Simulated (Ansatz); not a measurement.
Reaction R1 → P1 + P2, each structure at its B3LYP-D3(BJ)/def2-SVP stationary point, reached from a drawn start (curvature not checked).
R1: C11H24GaNO (SMILES [CH3][Ga]([CH3])[O]N1C(C)(C)CCCC1(C)C), charge 0, multiplicity 1.
P1: C9H18NO (SMILES CC1(C)CCCC(C)(C)N1[O]), charge 0, multiplicity 2.
P2, C2H6Ga (SMILES [CH3][Ga][CH3]) (charge 0, multiplicity 2):
```xyz
9

Ga    -0.5295    -0.9180     0.0103
C      1.4908    -0.8676     0.0018
H      1.8510     0.1742     0.0292
H      1.8904    -1.4139     0.8712
H      1.8753    -1.3601    -0.9063
C     -1.5247     0.8382     0.0005
H     -1.2294     1.3980    -0.9042
H     -2.6176     0.7272     0.0156
H     -1.2063     1.4220     0.8819
```

P less R. No zero-point or thermal terms; singlets are restricted closed shells; open shells are unrestricted; no spin–orbit coupling. One arrangement of each flexible species, with no search for the lowest.

Programs: Ansatz (Gaussian orbitals). Each number belongs to the level named beside it.

Total energies in hartree:

```json
[
 {"structure": "R1", "PBE/def2-TZVPP": "-2487.600934", "r2SCAN/def2-TZVPP": "-2488.312715", "wB97M-V/def2-TZVPP": "-2488.280290"},
 {"structure": "P1", "PBE/def2-TZVPP": "-483.264483", "r2SCAN/def2-TZVPP": "-483.621801", "wB97M-V/def2-TZVPP": "-483.676634"},
 {"structure": "P2", "PBE/def2-TZVPP": "-2004.259282", "r2SCAN/def2-TZVPP": "-2004.606801", "wB97M-V/def2-TZVPP": "-2004.507038"}
]
```

Problem. Work out the reaction energy at each level in kcal/mol (1 hartree = 627.50947 kcal/mol), and say how far PBE/def2-TZVPP lies from wB97M-V/def2-TZVPP.

Solution. 
- PBE/def2-TZVPP: (-483.264483) + (-2004.259282) − (-2487.600934) = 0.077169 hartree = 48.42 kcal/mol
- r2SCAN/def2-TZVPP: (-483.621801) + (-2004.606801) − (-2488.312715) = 0.084113 hartree = 52.78 kcal/mol
- wB97M-V/def2-TZVPP: (-483.676634) + (-2004.507038) − (-2488.280290) = 0.096618 hartree = 60.63 kcal/mol
PBE/def2-TZVPP less wB97M-V/def2-TZVPP: -12.21 kcal/mol. wB97M-V/def2-TZVPP is the level counted from, a functional with errors of its own; no coupled-cluster or measured value stands here.

Ansatz is a program for electronic structure.
